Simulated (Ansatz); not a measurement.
Input file for Ansatz (a program for electronic structure): R-PBE0/def2-TZVPP on BH3O (SMILES BO).

Ansatz 0.2 input:
```yaml
crystal:
  periodic: [false, false, false]
  atoms:
    - {symbol: B, position_ang: [-0.68743480, 0.18110173, -0.00109498]}
    - {symbol: O, position_ang: [0.58649871, -0.25870676, 0.00165825]}
    - {symbol: H, position_ang: [-1.54496672, -0.65165853, 0.00489558]}
    - {symbol: H, position_ang: [-0.92818139, 1.35763978, -0.00921326]}
    - {symbol: H, position_ang: [1.23503949, 0.44705694, -0.00340015]}
basis:
  gaussian:
    orbitals: def2-TZVPP
hamiltonian:
  xc: {name: PBE0}
accuracy: high
phonons: {}
scf: {lower_state_search: off}
```

The log:

```
WARN ansatz: RAYON_NUM_THREADS=1 ignored (pool sized by the plan → 1); use --threads N
Functional definition: PBE0
these checks for a lower state are left out or cut short: stability, starts, cluster_reference, orbital_swaps, neighbouring_geometries, increment
integrals: 0.14 GiB planned
1905 factors; integrals over basis functions are off by at most 2.2e-9 eV
mean field: 0.37 GiB planned
mean field evaluation 1: about -2767.3771 eV, gradient 4.6e1 eV
mean field evaluation 2: about -2762.0662 eV, gradient 7.2e1 eV
mean field evaluation 4: about -2770.8815 eV, gradient 1.6e0 eV
mean field evaluation 8: about -2770.8878 eV, gradient 1.7e-2 eV
mean field evaluation 16: about -2770.8878 eV, gradient 1.8e-7 eV
mean field -2770.88778723 eV, -101.8282480056 hartree, gradient 2.5e-8 eV, S^2 0.000000; 0 other end points of the search recorded, 0 dependent functions left out
the calculation of the forces begins
reference -2770.88778977 eV, -101.8282480987 hartree; 8, 8 occupied and 96, 96 virtual orbitals, 1905 factors
these checks for a lower state are left out or cut short: stability, starts, cluster_reference, orbital_swaps, neighbouring_geometries, increment
integrals: 0.14 GiB planned
1905 factors; integrals over basis functions are off by at most 2.2e-9 eV
mean field: 0.37 GiB planned
mean field -2770.88764561 eV, -101.8282428009 hartree, gradient 4.0e-8 eV, S^2 0.000000; 0 other end points of the search recorded, 0 dependent functions left out
the calculation of the forces begins
reference -2770.88764814 eV, -101.8282428940 hartree; 8, 8 occupied and 96, 96 virtual orbitals, 1905 factors
these checks for a lower state are left out or cut short: stability, starts, cluster_reference, orbital_swaps, neighbouring_geometries, increment
integrals: 0.14 GiB planned
1905 factors; integrals over basis functions are off by at most 2.1e-9 eV
mean field: 0.37 GiB planned
mean field evaluation 32: about -2770.8876 eV, gradient 4.2e-8 eV
mean field -2770.88764619 eV, -101.8282428226 hartree, gradient 4.2e-8 eV, S^2 0.000000; 0 other end points of the search recorded, 0 dependent functions left out
the calculation of the forces begins
reference -2770.88764873 eV, -101.8282429157 hartree; 8, 8 occupied and 96, 96 virtual orbitals, 1905 factors
these checks for a lower state are left out or cut short: stability, starts, cluster_reference, orbital_swaps, neighbouring_geometries, increment
integrals: 0.14 GiB planned
1905 factors; integrals over basis functions are off by at most 2.2e-9 eV
mean field: 0.37 GiB planned
mean field -2770.88768128 eV, -101.8282441118 hartree, gradient 6.4e-8 eV, S^2 0.000000; 0 other end points of the search recorded, 0 dependent functions left out
the calculation of the forces begins
reference -2770.88768381 eV, -101.8282442049 hartree; 8, 8 occupied and 96, 96 virtual orbitals, 1905 factors
these checks for a lower state are left out or cut short: stability, starts, cluster_reference, orbital_swaps, neighbouring_geometries, increment
integrals: 0.14 GiB planned
1905 factors; integrals over basis functions are off by at most 2.2e-9 eV
mean field: 0.38 GiB planned
mean field -2770.88768155 eV, -101.8282441220 hartree, gradient 6.9e-8 eV, S^2 0.000000; 0 other end points of the search recorded, 0 dependent functions left out
the calculation of the forces begins
reference -2770.88768409 eV, -101.8282442151 hartree; 8, 8 occupied and 96, 96 virtual orbitals, 1905 factors
these checks for a lower state are left out or cut short: stability, starts, cluster_reference, orbital_swaps, neighbouring_geometries, increment
integrals: 0.14 GiB planned
1905 factors; integrals over basis functions are off by at most 2.2e-9 eV
mean field: 0.37 GiB planned
mean field -2770.88766033 eV, -101.8282433421 hartree, gradient 5.4e-8 eV, S^2 0.000000; 0 other end points of the search recorded, 0 dependent functions left out
the calculation of the forces begins
reference -2770.88766287 eV, -101.8282434352 hartree; 8, 8 occupied and 96, 96 virtual orbitals, 1905 factors
these checks for a lower state are left out or cut short: stability, starts, cluster_reference, orbital_swaps, neighbouring_geometries, increment
integrals: 0.14 GiB planned
1905 factors; integrals over basis functions are off by at most 2.2e-9 eV
mean field: 0.37 GiB planned
mean field -2770.88766077 eV, -101.8282433582 hartree, gradient 4.1e-8 eV, S^2 0.000000; 0 other end points of the search recorded, 0 dependent functions left out
the calculation of the forces begins
reference -2770.88766330 eV, -101.8282434513 hartree; 8, 8 occupied and 96, 96 virtual orbitals, 1
[...]
t or cut short: stability, starts, cluster_reference, orbital_swaps, neighbouring_geometries, increment
integrals: 0.14 GiB planned
1905 factors; integrals over basis functions are off by at most 2.2e-9 eV
mean field: 0.37 GiB planned
mean field -2770.88774532 eV, -101.8282464655 hartree, gradient 2.1e-8 eV, S^2 0.000000; 0 other end points of the search recorded, 0 dependent functions left out
the calculation of the forces begins
reference -2770.88774786 eV, -101.8282465586 hartree; 8, 8 occupied and 96, 96 virtual orbitals, 1905 factors
these checks for a lower state are left out or cut short: stability, starts, cluster_reference, orbital_swaps, neighbouring_geometries, increment
integrals: 0.14 GiB planned
1905 factors; integrals over basis functions are off by at most 2.2e-9 eV
mean field: 0.37 GiB planned
mean field -2770.88774545 eV, -101.8282464701 hartree, gradient 1.9e-8 eV, S^2 0.000000; 0 other end points of the search recorded, 0 dependent functions left out
the calculation of the forces begins
reference -2770.88774798 eV, -101.8282465632 hartree; 8, 8 occupied and 96, 96 virtual orbitals, 1905 factors
these checks for a lower state are left out or cut short: stability, starts, cluster_reference, orbital_swaps, neighbouring_geometries, increment
integrals: 0.14 GiB planned
1905 factors; integrals over basis functions are off by at most 2.2e-9 eV
mean field: 0.37 GiB planned
mean field -2770.88776236 eV, -101.8282470914 hartree, gradient 3.4e-8 eV, S^2 0.000000; 0 other end points of the search recorded, 0 dependent functions left out
the calculation of the forces begins
reference -2770.88776489 eV, -101.8282471845 hartree; 8, 8 occupied and 96, 96 virtual orbitals, 1905 factors
these checks for a lower state are left out or cut short: stability, starts, cluster_reference, orbital_swaps, neighbouring_geometries, increment
integrals: 0.14 GiB planned
1905 factors; integrals over basis functions are off by at most 2.2e-9 eV
mean field: 0.37 GiB planned
mean field evaluation 96: about -2770.8878 eV, gradient 2.5e-8 eV
mean field -2770.88776234 eV, -101.8282470907 hartree, gradient 3.4e-8 eV, S^2 0.000000; 0 other end points of the search recorded, 0 dependent functions left out
the calculation of the forces begins
reference -2770.88776487 eV, -101.8282471838 hartree; 8, 8 occupied and 96, 96 virtual orbitals, 1905 factors
these checks for a lower state are left out or cut short: stability, starts, cluster_reference, orbital_swaps, neighbouring_geometries, increment
integrals: 0.14 GiB planned
1905 factors; integrals over basis functions are off by at most 2.1e-9 eV
mean field: 0.37 GiB planned
mean field -2770.88771893 eV, -101.8282454956 hartree, gradient 2.6e-8 eV, S^2 0.000000; 0 other end points of the search recorded, 0 dependent functions left out
the calculation of the forces begins
reference -2770.88772147 eV, -101.8282455887 hartree; 8, 8 occupied and 96, 96 virtual orbitals, 1905 factors
these checks for a lower state are left out or cut short: stability, starts, cluster_reference, orbital_swaps, neighbouring_geometries, increment
integrals: 0.14 GiB planned
1905 factors; integrals over basis functions are off by at most 2.2e-9 eV
mean field: 0.37 GiB planned
mean field -2770.88771835 eV, -101.8282454742 hartree, gradient 3.4e-8 eV, S^2 0.000000; 0 other end points of the search recorded, 0 dependent functions left out
the calculation of the forces begins
reference -2770.88772088 eV, -101.8282455673 hartree; 8, 8 occupied and 96, 96 virtual orbitals, 1905 factors
these checks for a lower state are left out or cut short: stability, starts, cluster_reference, orbital_swaps, neighbouring_geometries, increment
integrals: 0.14 GiB planned
1905 factors; integrals over basis functions are off by at most 2.2e-9 eV
mean field: 0.37 GiB planned
mean field -2770.88777711 eV, -101.8282476335 hartree, gradient 2.8e-8 eV, S^2 0.000000; 0 other end points of the search recorded, 0 dependent functions left out
the calculation of the forces begins
reference -2770.88777964 eV, -101.8282477267 hartree; 8, 8 occupied and 96, 96 virtual orbitals, 1905 factors
these checks for a lower state are left out or cut short: stability, starts, cluster_reference, orbital_swaps, neighbouring_geometries, increment
integrals: 0.14 GiB planned
1905 factors; integrals over basis functions are off by at most 2.2e-9 eV
mean field: 0.37 GiB planned
mean field -2770.88777708 eV, -101.8282476324 hartree, gradient 2.6e-8 eV, S^2 0.000000; 0 other end points of the search recorded, 0 dependent functions left out
the calculation of the forces begins
reference -2770.88777961 eV, -101.8282477255 hartree; 8, 8 occupied and 96, 96 virtual orbitals, 1905 factors
these checks for a lower state are left out or cut short: stability, starts, cluster_reference, orbital_swaps, neighbouring_geometries, increment
integrals: 0.14 GiB planned
1905 factors; integrals over basis functions are off by at most 2.2e-9 eV
mean field: 0.37 GiB planned
mean field evaluation 128: about -2770.8877 eV, gradient 7.9e-9 eV
mean field -2770.88769546 eV, -101.8282446330 hartree, gradient 2.7e-8 eV, S^2 0.000000; 0 other end points of the search recorded, 0 dependent functions left out
the calculation of the forces begins
reference -2770.88769799 eV, -101.8282447261 hartree; 8, 8 occupied and 96, 96 virtual orbitals, 1905 factors
these checks for a lower state are left out or cut short: stability, starts, cluster_reference, orbital_swaps, neighbouring_geometries, increment
integrals: 0.14 GiB planned
1905 factors; integrals over basis functions are off by at most 2.2e-9 eV
mean field: 0.37 GiB planned
mean field -2770.88769495 eV, -101.8282446143 hartree, gradient 2.8e-8 eV, S^2 0.000000; 0 other end points of the search recorded, 0 dependent functions left out
the calculation of the forces begins
reference -2770.88769748 eV, -101.8282447074 hartree; 8, 8 occupied and 96, 96 virtual orbitals, 1905 factors
these checks for a lower state are left out or cut short: stability, starts, cluster_reference, orbital_swaps, neighbouring_geometries, increment
integrals: 0.14 GiB planned
1905 factors; integrals over basis functions are off by at most 2.2e-9 eV
mean field: 0.37 GiB planned
mean field -2770.88774210 eV, -101.8282463469 hartree, gradient 4.5e-8 eV, S^2 0.000000; 0 other end points of the search recorded, 0 dependent functions left out
the calculation of the forces begins
reference -2770.88774463 eV, -101.8282464400 hartree; 8, 8 occupied and 96, 96 virtual orbitals, 1905 factors
these checks for a lower state are left out or cut short: stability, starts, cluster_reference, orbital_swaps, neighbouring_geometries, increment
integrals: 0.14 GiB planned
1905 factors; integrals over basis functions are off by at most 2.2e-9 eV
mean field: 0.37 GiB planned
mean field -2770.88774216 eV, -101.8282463493 hartree, gradient 5.0e-8 eV, S^2 0.000000; 0 other end points of the search recorded, 0 dependent functions left out
the calculation of the forces begins
reference -2770.88774470 eV, -101.8282464424 hartree; 8, 8 occupied and 96, 96 virtual orbitals, 1905 factors
Total energy: -2770.88778977 eV, -101.8282480987 hartree
Atom 0 at    -0.687435     0.181102    -0.001095 Å, force     0.000005    -0.000015     0.000000 eV/Å
Atom 1 at     0.586499    -0.258707     0.001658 Å, force    -0.000014     0.000003    -0.000000 eV/Å
Atom 2 at    -1.544967    -0.651659     0.004896 Å, force     0.000004     0.000002    -0.000000 eV/Å
Atom 3 at    -0.928181     1.357640    -0.009213 Å, force     0.000002     0.000007    -0.000000 eV/Å
Atom 4 at     1.235039     0.447057    -0.003400 Å, force     0.000002     0.000003    -0.000000 eV/Å
Dipole moment:     0.200789     0.257571    -0.001838 e Å
Vibrations: 783.49 885.71 1054.16 1177.96 1183.35 1386.55 2555.24 2657.13 3896.07 cm⁻¹, zero-point energy 0.965816 eV
Checks for a lower state left out: stability, starts, cluster_reference, orbital_swaps, neighbouring_geometries, increment
```

Self-consistency was reached.

Cost: roughly 120 core-seconds.
